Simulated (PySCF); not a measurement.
# How methods differ on the excitation energy of S

S [Ne] 3s2 3p4 (3P) → S [Ne] 3s2 3p3 3d1 (5D), as a difference of total energies. Calculation: PySCF 2.14, in aug-cc-pVQZ-DK (7s6p4d3f2g, 84 functions); the spin-free X2C one-electron Hamiltonian (Gaussian nucleus). Correlated levels: valence: [Ne] frozen. The calculations carry no spin-orbit coupling.

| method | excitation energy (eV) | error (eV) |
| --- | --- | --- |
| UHF | 8.244 | -0.148 |
| LDA | 8.799 | +0.407 |
| PBE | 8.643 | +0.251 |
| PBE0 | 8.741 | +0.349 |
| r2SCAN | 8.780 | +0.388 |
| M06 | 8.900 | +0.508 |
| B97-3 | 8.995 | +0.603 |
| BHandHLYP | 9.015 | +0.623 |
| PW91 | 8.683 | +0.291 |
| MP2 (valence) | 8.843 | +0.451 |
| SCS-MP2 (valence) | 9.066 | +0.674 |

Reference: 8.392 eV (measured; NIST levels, between the centres of gravity of the two terms).

Errors of the correlated levels include the incompleteness of this basis and the frozen core.

The promoted electron is Rydberg-like, and one or two diffuse shells describe it only roughly, which tends to raise the upper state.

In the upper state the promoted electron has a positive orbital energy at LDA, PBE, PBE0, r2SCAN, M06, B97-3, PW91, so the basis confines it.
